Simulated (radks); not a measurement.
Task: Species: Ti XIV. Configuration: [He] 2s2 2p5 (the NIST ground configuration). Method: non-relativistic Kohn-Sham, BLYP, spin-polarised, spherical densities, point nucleus; open shells are filled with parallel spins first; computed with a radial shooting solver on a logarithmic mesh with Libxc functionals. Some entries of the table are withheld. Estimate them.

| orbital | occ. | eigenvalue (hartree) | <r> (bohr) |
|---|---|---|---|
| 1s up | 1 | -193.6955 | 0.07008 |
| 1s down | 1 | -193.5731 | 0.07004 |
| 2s up | 1 | -33.47798 | 0.3168 |
| 2s down | 1 | -33.26493 | 0.3175 |
| 2p up | 3 | -30.59456 | 0.2778 |
| 2p down | 2 | -30.34474 | 0.2787 |
| 3s up | 0 | -12.68575 | 0.8104 |
| 3s down | 0 | -12.63353 | 0.8132 |
| 3p up | 0 | (1) | (2) |
| 3p down | 0 | (3) | (4) |

Result: 
(1) 3p up eigenvalue (hartree): -11.80428
(2) 3p up <r> (bohr): 0.7978
(3) 3p down eigenvalue (hartree): -11.74736
(4) 3p down <r> (bohr): 0.8014
